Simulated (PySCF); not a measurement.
C₂H₄F₂Si₂, SMILES F[SiH](F)C#C[SiH3].

Geometry optimised at PBE-D3(BJ)/def2-SVP. The structure was generated by enumeration, and PubChem lists no compound with its InChIKey, so it may never have been made.

Level of theory: PySCF 2.14.0 with TDDFT-B3LYP/def2-SVPD.

Vertical excitations. Gas-phase values at a fixed geometry.

Computed excitation energies, oscillator strengths and character:
```
state  energy (eV)  λ (nm)      f                                                              main pairs
-----  -----------  ------  -----  ----------------------------------------------------------------------
S1            5.32     233  0.000                                      HOMO→LUMO 67 %, HOMO−1→LUMO+1 30 %
S2            5.50     225  0.001                                      HOMO−1→LUMO 50 %, HOMO→LUMO+1 48 %
S3            5.51     225  0.002                                      HOMO−1→LUMO+1 67 %, HOMO→LUMO 31 %
S4            7.42     167  1.141  HOMO→LUMO+1 38 %, HOMO−1→LUMO 37 %, HOMO−4→LUMO+1 8 %, HOMO−3→LUMO 7 %
S5            7.59     163  0.023                                                        HOMO→LUMO+2 93 %
S6            7.61     163  0.003                                                      HOMO−1→LUMO+2 87 %
S7            7.64     162  0.000                                      HOMO−2→LUMO 67 %, HOMO−4→LUMO 22 %
S8            7.70     161  0.001                  HOMO−4→LUMO 45 %, HOMO−3→LUMO+1 39 %, HOMO−2→LUMO 12 %
S9            7.80     159  0.008                                  HOMO−4→LUMO+1 63 %, HOMO−2→LUMO+1 18 %
S10           7.88     157  0.015                                    HOMO−2→LUMO+1 48 %, HOMO−3→LUMO 44 %
T1            4.36     284      0                                      HOMO−1→LUMO 49 %, HOMO→LUMO+1 43 %
T2            4.75     261      0                                      HOMO→LUMO 52 %, HOMO−1→LUMO+1 42 %
T3            4.75     261      0                                      HOMO→LUMO+1 50 %, HOMO−1→LUMO 44 %
T4            5.34     232      0                                      HOMO−1→LUMO+1 54 %, HOMO→LUMO 44 %
```
Triplets are in the Tamm–Dancoff approximation, which puts them higher than full response would, so one can lie above its singlet here.
